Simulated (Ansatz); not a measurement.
`FB(F)c1ccccc1` + HCl → `FB(F)Cl` + benzene  (ligand exchange at a B–C bond)

Isolated molecules relaxed with PBE0-D4/def2-TZVP in Ansatz; ΔE leaves out vibrations. CBS: MP2 limit from def2 TZ/QZ plus the TZ coupled-cluster correction, frozen cores. This one scheme is used for every species. DFT in def2-TZVPP. One conformer a species, not always the lowest.

`FB(F)c1ccccc1`:

Z-matrix (Å, degrees):
```
B
F 1 1.324
C 1 1.543 2 121.8
F 1 1.324 2 116.4 3 -180.0
C 3 1.397 1 120.7 2 179.9
C 3 1.397 1 120.7 2 -0.1
C 5 1.384 3 120.7 1 180.0
H 5 1.085 3 119.4 1 -0.0
C 6 1.384 3 120.7 1 -180.0
H 6 1.085 3 119.4 1 0.0
C 7 1.388 5 119.8 3 -0.0
H 7 1.084 5 120.2 3 180.0
H 9 1.084 6 120.2 3 180.0
H 11 1.084 7 119.9 5 -180.0
```

HCl:

```xyz
2

Cl   -0.352    0.494   -0.202
H     0.352   -0.494    0.202
```

`FB(F)Cl`:

Z-matrix (Å, degrees):
```
B
F 1 1.310
Cl 1 1.740 2 120.5
F 1 1.310 2 119.0 3 180.0
```

`c1ccccc1`:

Z-matrix (Å, degrees):
```
C
C 1 1.387
C 1 1.388 2 120.0
H 1 1.084 2 120.0 3 -180.0
C 2 1.387 1 120.0 3 -0.0
H 2 1.084 1 120.0 3 180.0
C 3 1.387 1 120.0 2 0.0
H 3 1.084 1 120.0 2 180.0
C 5 1.388 2 120.0 1 0.0
H 5 1.084 2 120.0 1 180.0
H 7 1.084 3 120.0 1 180.0
H 9 1.084 5 120.0 2 180.0
```

```json
{"species": "`FB(F)c1ccccc1`", "revPBE-D4 energy (Eh)": "-456.40315"}
{"species": "HCl", "revPBE-D4 energy (Eh)": "-460.73668"}
{"species": "`FB(F)Cl`", "revPBE-D4 energy (Eh)": "-684.85617"}
{"species": "`c1ccccc1`", "revPBE-D4 energy (Eh)": "-232.30261"}
```

(1) Work out ΔE.

Largest T1 diagnostic among the species: 0.012.

Answers

(1) ΔE = (-684.85617) + (-232.30261) − (-456.40315) − (-460.73668) = -0.01895 Eh = -49.8 kJ/mol. CCSD(T)/CBS gives -46.9 kJ/mol.

Leaving LDA and LC-ωPBE aside and taking each functional with its dispersion term where it has one, the values, not all of them listed here, spread over 4.5 kJ/mol, from B97M-V to BHLYP-D4. LDA lies +6.0 kJ/mol from PBE without D4. At CCSD(T), def2-SVP lies −7.3 kJ/mol from the extrapolated value and def2-TZVPP +0.2 kJ/mol. In def2-TZVPP, CCSD(T) changes the Hartree–Fock value by +6.7 kJ/mol (the triples alone add +0.6 kJ/mol) and MP2 by +3.5 kJ/mol.
